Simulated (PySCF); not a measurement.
Caution: the highest occupied level lies above zero, so the state may not be bound. This singlet lies 0.70 eV below the relaxed triplet at the level B3LYP-D3(BJ)/def2-TZVPD (PySCF).

B3LYP has the VWN-RPA correlation part, as in Gaussian. 

Cartesian coordinates (Å):
SMILES: [CH](=C)[AlH-]
```xyz
7

C     -1.1632    -0.2373    -0.1024
C      0.0246     0.3303     0.1525
Al     1.7017     0.1078    -1.0014
H     -1.3203    -0.8352    -1.0014
H     -2.0355    -0.1570     0.5511
H      0.0587     0.9186     1.0795
H      2.7339    -0.1271     0.3221
```
Charge -1, spin multiplicity 1.

Question: Estimate the total energy and HOMO that PySCF with B3LYP-D3(BJ)/def2-TZVPD returns for this input.

Answer: 
```
Item                Result
------------  ------------
total energy  -321.0746 Ha
HOMO               0.50 eV
```
